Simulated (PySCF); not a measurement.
# Sn⁺: ionisation energy

Sn⁺ [Kr] 4d10 5s2 5p1 (2P) → Sn²⁺ [Kr] 4d10 5s2 (1S), as a difference of total energies. Computed with PySCF 2.14 in aug-cc-pwCVTZ-DK3 with one added diffuse shell each of s, p, d, f type (11s10p8d5f1g, 125 functions), with scalar relativity by spin-free X2C-1e. Correlated levels: valence: [Kr] 4d10 frozen; valence and next inner shell: [Ar] 3d10 frozen. The calculations carry no spin-orbit coupling.

```csv
method,ionisation energy (eV),plus first-order spin-orbit estimate,error of that sum (eV)
UHF,13.752,14.066,-0.567
LDA,14.415,14.729,+0.096
PBE,14.228,14.542,-0.091
PBE0,14.266,14.581,-0.052
r2SCAN,14.380,14.695,+0.062
TPSSh,14.211,14.525,-0.108
PW91,14.300,14.614,-0.019
revPBE,14.167,14.482,-0.151
MP2 (valence),13.965,14.280,-0.353
SCS-MP2 (valence),13.954,14.269,-0.364
MP2 (valence and next inner shell),14.142,14.456,-0.177
SCS-MP2 (valence and next inner shell),14.069,14.384,-0.249
```

Reference: 14.633 eV (measured; NIST Atomic Spectra Database, ionization energies).

A first-order spin-orbit estimate (lowest level to lowest level, LS coupling) adds 0.314 eV.

Errors of the correlated levels include the incompleteness of this basis and the frozen core.
